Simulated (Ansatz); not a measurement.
Energy differences in BeCl (charge +1)

Calculated in Ansatz's Gaussian-basis code. Basis cc-pCVTZ on Be, cc-pV(T+d)Z on Cl, nonrelativistic, 5 orbitals frozen in the corrections; active space CAS(8,8). Restricted Hartree–Fock, then the lowest state-specific CASSCF solution met for each case. Coupled cluster stands on the determinant that it favours, not always the lowest RHF. Single-reference values can break down or jump between states where bonds are stretched. Unlike active orbitals can shift such differences by tenths of an eV, at times by over 1 eV.

Case A, triplet: bond length 1.7970 Å.

Case B, singlet: the shape of A.

Energy less that of case A, in eV:

```tsv
case	RHF/ROHF	CASSCF	CCSD(T)
B	-2.794	-3.540	-3.724
```

(1) What does SC-NEVPT2 give for these differences?

(2) Which case is lowest, and do the methods agree?

Answers

(1) B: -3.702 eV (-85.4 kcal/mol).

(2) B is lowest in SC-NEVPT2. Of the methods shown, RHF/ROHF, CASSCF, CCSD(T) agree.
